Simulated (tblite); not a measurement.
Start geometry of `C=C[C@H](C)[Si](O)(O)CC` from a force field or distance geometry (Å):
```
atom  x, y, z in Å
C1    -3.2564    0.8329   -0.7567
C2    -2.3223    0.6470    0.1614
C3    -1.1905   -0.3781    0.0448
C4    -1.3092   -1.4138    1.1476
Si5    0.5603    0.5096    0.0188
O6     0.8397    1.2970    1.4490
O7     0.5773    1.6954   -1.1682
C8     1.8876   -0.7997   -0.3223
C9     3.3097   -0.2796   -0.4458
H10   -4.0538    1.5696   -0.5979
H11   -3.2910    0.2628   -1.6806
H12   -2.3526    1.2305    1.0887
H13   -1.2760   -0.8871   -0.9156
H14   -2.2823   -1.9161    1.1287
H15   -0.5484   -2.1908    1.0476
H16   -1.1875   -0.9722    2.1615
H17    1.6303    1.8724    1.4638
H18   -0.2264    2.2346   -1.2008
H19    1.6145   -1.3226   -1.2470
H20    1.8506   -1.5433    0.4862
H21    3.3936    0.4477   -1.2651
H22    3.6244    0.2248    0.4756
H23    4.0035   -1.0940   -0.6288
```

Task: What comes out of this run: tblite, GFN2-xTB geometry optimisation, gas phase?

Result: 
```
atom  x, y, z in Å
C1    -2.9402    1.0969   -0.7931
C2    -2.2696    0.5819    0.2239
C3    -1.2534   -0.5014    0.1143
C4    -1.3314   -1.4559    1.3025
Si5    0.4548    0.3492   -0.0398
O6     0.6183    1.1265    1.3899
O7     0.4560    1.3995   -1.2946
C8     1.9046   -0.8277   -0.3948
C9     3.2418   -0.0954   -0.4628
H10   -3.6403    1.9055   -0.6677
H11   -2.8288    0.7151   -1.7958
H12   -2.4021    0.9833    1.2193
H13   -1.4387   -1.0650   -0.8045
H14   -2.3257   -1.8949    1.3765
H15   -0.6077   -2.2603    1.1945
H16   -1.1167   -0.9233    2.2253
H17    1.3781    1.6780    1.5589
H18   -0.3375    1.8882   -1.5038
H19    1.7438   -1.3444   -1.3397
H20    1.9620   -1.5965    0.3762
H21    3.2026    0.6849   -1.2177
H22    3.4780    0.3656    0.4941
H23    4.0473   -0.7827   -0.7160
```

The energy falls by 22.0 kJ/mol over 110 L-BFGS steps, the largest force on an atom goes from 1.26 to 0.009 eV/Å, and the atoms move by 0.304 Å rms after alignment. The bond that changes most is C3–Si5 (sp3 carbon bound to silicon to oxygen-bound silicon), which shortens by 0.049 Å. Bonds longer at the end by more than 0.005 Å: 3 of 22; shorter: 15. Among the angles that change most is C3–Si5–O6, from 110.7° to 103.3°. Among the dihedrals that turn most is C1–C2–C3–C4, from -117° to -143°. Rotational constants go from 2069, 830.6, 744.0 to 2102, 907.5, 788.2 MHz. The orientation of the end geometry is arbitrary; only internal coordinates are fixed.

Time: 2.8 s of wall time. Hardware: one thread, AMD EPYC (x86_64), no GPU, on a shared host.

Its GFN2-xTB frequencies are all real (lowest 29 cm⁻¹). The numbers are those of one conformer.

These are computed values.
